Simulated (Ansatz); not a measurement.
Diatomic MgAl+, multiplicity 3 (an upper state: multiplicity 1 came lower at CCSD(T)/def2-TZVPP on PBE0 minima).

Constants: fifth-degree fit in 1/R to seven points, most abundant isotopes. Runs in def2 and cc sets follow the lowest solution found near the PBE0 minimum.

Correlated levels freeze the inner cores; with def2 sets outer-core shells near the valence are correlated too.

Run with Ansatz (Gaussian basis) for Hartree–Fock, density functionals and correlated methods. Each number belongs to the level named beside it.

Question: What bond length and harmonic frequency does PBE0/def2-TZVPP give?

Answer: r_e = 2.704 Å, ω_e = 263 cm⁻¹.

Question: What bond length and harmonic frequency does CCSD/def2-TZVPP give?

Answer: r_e = 2.742 Å, ω_e = 243 cm⁻¹.

Question: What bond length and harmonic frequency does CCSD(T)/def2-TZVPP give?

Answer: r_e = 2.735 Å, ω_e = 248 cm⁻¹.

Ansatz is a quantum-chemistry and plane-wave program.
